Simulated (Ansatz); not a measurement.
Consider the hydrogen abstraction from a Ge–H bond: `[CH3][GeH2][SH]` + `[OH]`• → `[CH3][GeH][SH]`• + H₂O.

Calculated with Ansatz (gas phase, PBE0-D4/def2-TZVP geometries, no zero-point term in ΔE). CCSD(T)/CBS is the MP2 limit (def2-TZVPP, def2-QZVPP) plus CCSD(T) − MP2 in def2-TZVPP, frozen cores. This one scheme is used for every species. DFT in def2-TZVPP. Open shells (•) are unrestricted, without spin–orbit coupling. For Ge outer-core shells are correlated without core-valence functions, which leaves a few kJ/mol of doubt a bond. Scalar relativity is left out up to krypton. One conformer a species, not always the lowest.

| level | ΔE (kJ/mol) |
| --- | --- |
| PBE0-D4 | -157.7 |
| r2SCANh | -152.9 |
| HF/def2-SVP | -69.0 |
| CCSD/def2-TZVPP | -141.2 |

(1) What does CCSD(T)/CBS give? (Best estimate.)

Largest T1 diagnostic among the species: 0.013.

## Answers

(1) Ansatz gave: -157.8 kJ/mol. The listed levels differ from it by 0.1, 4.9, 88.8, 16.6 kJ/mol.

From r2SCAN to r2SCAN0 (25 % exact exchange), in def2-TZVPP and without D4, ΔE moves by +11.8 kJ/mol. Leaving LDA and LC-ωPBE aside and taking each functional with its dispersion term where it has one, the values, not all of them listed here, spread over 46.1 kJ/mol, from PBE-D4 to BHLYP-D4. LDA lies −34.2 kJ/mol from PBE without D4.
